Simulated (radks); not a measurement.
Neutral strontium inside a hard spherical wall (all orbitals vanish at R), configuration held at [Kr] 5s2 and not refilled when levels cross. Method: scalar-relativistic Kohn-Sham, LDA (Slater exchange, VWN5 correlation), spin-polarised, spherical densities, finite nucleus; Fermi nuclear charge, rms radius 4.224 fm; computed with a radial shooting solver on a logarithmic mesh with Libxc functionals. Eigenvalues in eV for spin up, with the zero of energy where the potential of the charges vanishes at infinity; a dash marks a level that is unbound or too diffuse for the functional's potential to be trusted. A positive occupied level is held by the wall or, in an anion where self-interaction has pushed it up, behind a barrier. The pressure on the wall is -dE/dV.

R (bohr),E (hartree),kinetic (hartree),e(3d),e(4s),e(4p),e(5s),"e(4d, empty)","e(5p, empty)",pressure (GPa)
free,-3175.79968,3255.603,-128.24,-40.924,-22.865,-3.640,-1.403,-1.317,0
15,-3175.79966,3255.603,-128.23,-40.920,-22.862,-3.637,-1.399,-1.303,0.000251
12,-3175.79921,3255.608,-128.19,-40.879,-22.821,-3.607,-1.358,-1.215,0.00754
8,-3175.77927,3255.729,-127.40,-40.120,-22.081,-2.931,-0.653,0.014,0.676
7,-3175.74937,3255.868,-126.70,-39.463,-21.447,-2.190,-0.007,1.201,2.16
5,-3175.47807,3256.872,-123.41,-36.552,-18.676,2.908,3.350,8.584,29.8
4,-3174.86969,3258.995,-118.82,-32.922,-15.181,12.330,8.230,20.912,158
3.5,-3174.08409,3261.716,-114.03,-29.401,-11.625,23.079,13.263,34.025,426
2.5,-3168.22694,3280.351,-90.094,-11.062,8.657,87.039,40.746,105.46,4820
2,-3156.85856,3312.353,-62.040,17.375,41.079,185.87,81.529,209.45,22000
1.5,-3118.92252,3410.019,-4.471,106.02,138.59,453.05,191.08,479.41,146000
